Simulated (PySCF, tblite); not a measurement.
Isomers of C6H9ClSi. Method: GFN2-xTB as coded in tblite; computed harmonic values from a numerical Hessian at the method's own geometry, unscaled. Against measured fundamentals such values can be off by several per cent, at times by over 20. Modes of hydrogen on silicon can be 10 to 20 % off. One conformer each.

Electronic energies: PBE0/pcSseg-1 single points on the GFN2-xTB geometries (PySCF, gas phase).

| SMILES | electronic energy, lowest = 0 (kJ/mol) |
| --- | --- |
| C#C/C=C(\Cl)[SiH](C)C | 0.0 |
| C=CCC#C[SiH2]CCl | 38.5 |
| C=C1[SiH2][C@@H]1C1(Cl)CC1 | 106.2 |

Question: How do GFN2-xTB zero-point energies change the relative energies?

Answer: 
```
                    SMILES  ZPE (kJ/mol)  of it from modes above 1550 cm⁻¹  electronic (kJ/mol)  with ZPE, lowest = 0 (kJ/mol)  lowest mode (cm⁻¹)  rings
     C#C/C=C(\Cl)[SiH](C)C         322.4                             183.8                  0.0                            0.0                  24      0
          C=CCC#C[SiH2]CCl         321.5                             177.5                 38.5                           37.6                   8      0
C=C1[SiH2][C@@H]1C1(Cl)CC1         327.3                             167.3                106.2                          111.1                  35      2
```

The zero-point energies span 5.8 kJ/mol, from `C=CCC#C[SiH2]CCl` to `C=C1[SiH2][C@@H]1C1(Cl)CC1`. The order is unchanged.

Question: And how do the electronic energies of GFN2-xTB itself compare?

Answer: `C#C/C=C(\Cl)[SiH](C)C` 6.6; `C=CCC#C[SiH2]CCl` 0.0; `C=C1[SiH2][C@@H]1C1(Cl)CC1` 10.5 kJ/mol, lowest = 0. Against the energies above, taken from the same isomer `C#C/C=C(\Cl)[SiH](C)C`, the largest difference is 102.3 kJ/mol.
